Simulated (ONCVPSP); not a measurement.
Au: ONCV pseudisation with LDA (Perdew-Wang 92), scalar-relativistic reference atom.

```json
{
 "Element": "gold (Au)",
 "Generator": "ONCVPSP 4.0.1",
 "Type": "optimised norm-conserving Vanderbilt (ONCV)",
 "Functional": "LDA (Perdew-Wang 92)",
 "Relativity": "scalar-relativistic",
 "Frozen core": "[Kr] 4d10 4f14",
 "Valence charge": "19",
 "Reference configuration": "5s2 5p6 5d10 6s1",
 "Partial waves": "5s+6s: rc 1.30 bohr, ncon 4, nbas 9, qcut 9.4 1/bohr, 2 projectors; 5p: rc 1.45 bohr, ncon 4, nbas 9, qcut 8.3 1/bohr, 2 projectors, debl 2.8 Ha; 5d: rc 2.05 bohr, ncon 4, nbas 8, qcut 7.4 1/bohr, 2 projectors, debl 1.1 Ha",
 "Local potential": "polynomial inside 1.10 bohr (lpopt 1, dvloc0 6 Ha)",
 "Core correction": "Teter function, fcfact 3.25, rcfact 1.7"
}
```

All-electron outer shells of the reference configuration (LDA (PZ), scalar-relativistic, ld1.x):

```tsv
shell	level (eV)	outermost node (bohr)	outermost maximum (bohr)
5s	-108.78	0.48	0.84
4f	-81.59	–	0.37
5p	-60.06	0.52	0.96
5d	-7.12	0.56	1.21
6s	-6.09	1.11	2.32
```

Calculated quality:

- Cutoffs needed: 35 Ha and 39 Ha (the cutoffs (Ha) at which the residual kinetic energy of the hardest occupied pseudo-wave falls to 1 and 0.1 mHa per electron)
- Ghost test: no bound ghost flagged; no localised positive-energy state flagged
- Largest excitation error: -63 meV (all-electron minus pseudo) for 5s2 5p6 5d7 6s0, out of 4 test configurations
- rms error of d²Exc/dni dnj: 6.67 mHa without and 0.91 mHa with the model core

Generation and tests took about 3.9 s on one core of a shared server CPU.
